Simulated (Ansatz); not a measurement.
## How methods differ on BrCl (bromine chloride)

BrCl: 2 atoms, total charge 0, spin state singlet. As SMILES, `ClBr`. The bond length is the measured one.

```xyz
2

Cl    0.0000    0.0000    0.0000
Br    0.0000    0.0000    2.1361
```

Each level gives the energy change with the Cl1–Br2 bond stretched from 2.136 to 4.272 Å (eV). The values are calculated.

```json
{"level": "BLYP/STO-3G (restricted)", "kind": "GGA", "program": "Ansatz", "value (eV)": "3.58", "less FCI/STO-3G": "+1.61"}
{"level": "PBE/STO-3G (restricted)", "kind": "GGA", "program": "Ansatz", "value (eV)": "3.86", "less FCI/STO-3G": "+1.89"}
{"level": "B3LYP/STO-3G (restricted)", "kind": "global hybrid", "program": "Ansatz", "value (eV)": "4.30", "less FCI/STO-3G": "+2.33"}
{"level": "BHLYP/STO-3G (restricted)", "kind": "global hybrid", "program": "Ansatz", "value (eV)": "5.30", "less FCI/STO-3G": "+3.33"}
{"level": "MP2/STO-3G (restricted)", "kind": "perturbation theory", "program": "Ansatz", "value (eV)": "2.87", "less FCI/STO-3G": "+0.90"}
{"level": "CCSD(T)/STO-3G (restricted)", "kind": "coupled cluster or CI", "program": "Ansatz", "value (eV)": "1.99", "less FCI/STO-3G": "+0.02"}
{"level": "CCSDTQ/STO-3G (restricted)", "kind": "coupled cluster or CI", "program": "Ansatz", "value (eV)": "1.99", "less FCI/STO-3G": "+0.02"}
{"level": "FCI/STO-3G", "kind": "exact in the basis", "program": "Ansatz", "value (eV)": "1.97", "less FCI/STO-3G": "0.00"}
```

FCI/STO-3G is exact within its basis and frozen core, so for wave-function methods in that basis the difference is their error; functionals converge differently with the basis, so for them it is only a difference. All-electron rows without a relativistic Hamiltonian named are non-relativistic. The first shape isn't each level's own minimum. The values span 1.97 to 5.30 eV. All rows use very small basis sets, so even the best lies far from the true value. In the correlated wave-function rows the outer d shell of Br is correlated, in sets not made for it.
